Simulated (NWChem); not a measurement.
Molecule: CH2O4Si; SMILES C1(=O)O[SiH](O)O1

```xyz
8

O      0.3091     2.3843     0.0000
C      0.0657     1.2305     0.0000
O     -0.1096     0.4007    -1.0794
Si    -0.4183    -0.8842     0.0000
O      0.6189    -2.1344     0.0000
O     -0.1096     0.4007     1.0794
H     -1.7772    -1.4335     0.0000
H      1.5697    -1.9801     0.0000
```
Atoms are numbered in this order, from 1.

Structure relaxed at the PBE0/def2-SVP level.

Symmetry labels are those of Cs in the frame above (b1 and b2, or b-type labels, depend on it).

List the 4 lowest vertical singlet excitations from BHandHLYP/6-31+G* (spherical d), full TDDFT (NWChem).


```
state  energy (eV)  oscillator strength  symmetry  leading excitation (squared amplitude)
-----  -----------  -------------------  --------  --------------------------------------
S1            7.24                0.000        a"                    HOMO → LUMO+4 (0.92)
S2            8.49                0.005        a"                      HOMO → LUMO (0.74)
S3            8.89                0.009        a'                    HOMO → LUMO+1 (0.42)
S4            9.02                0.024        a'                    HOMO−1 → LUMO (0.35)
```
